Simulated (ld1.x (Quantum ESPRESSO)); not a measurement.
Pseudopotential generation for Zn: ultrasoft, LDA (PZ), scalar-relativistic.

* Element: Zn
* Generator: ld1.x (Quantum ESPRESSO) 7.5
* Type: ultrasoft
* Functional: LDA (PZ)
* Relativity: scalar-relativistic
* Frozen core: [Ne]
* Valence charge: 20
* Reference configuration: 3s2 3p6 3d10 4s2 4p0
* Partial waves: 3s (bound): rcut 0.90, rcutus 1.05 bohr; 4s (bound): rcut 0.90, rcutus 1.05 bohr; 3p (bound): rc 1.00 bohr; 4p (bound, empty): rc 1.00 bohr; 3d (bound): rcut 0.85, rcutus 1.15 bohr; 3d channel at -0.4 Ry: rcut 0.85, rcutus 1.15 bohr
* Local potential: all-electron potential smoothed inside 1.15 bohr (lloc = -2)
* Core correction: none
* Augmentation charge: PSQ, inside the norm-conserving radii

- Cutoffs needed: over 300 Ry and over 300 Ry (the cutoffs (Ry, on a coarse ladder) from which the occupation-weighted sum of valence levels, in a spherical-Bessel basis at the reference potential, stays within 10 and 1 mRy of its value at 400 Ry)
- Ghost test: no extra level below or beside the all-electron valence levels (s, p, d, f tested) (spherical-Bessel basis up to 400 Ry, 20 bohr box)
- Configuration tests: test run stopped at test 2 of 9 (negative rho), 1 before it not solved; not counted: 3s2 3p6 3d10 4s1 4p0 (solver errors, printed error -5383 eV)
- Lowest eigenvalue of the overlap operator: 0.14 (s channel)
- Density cutoff estimated by the generator: 547 Ry
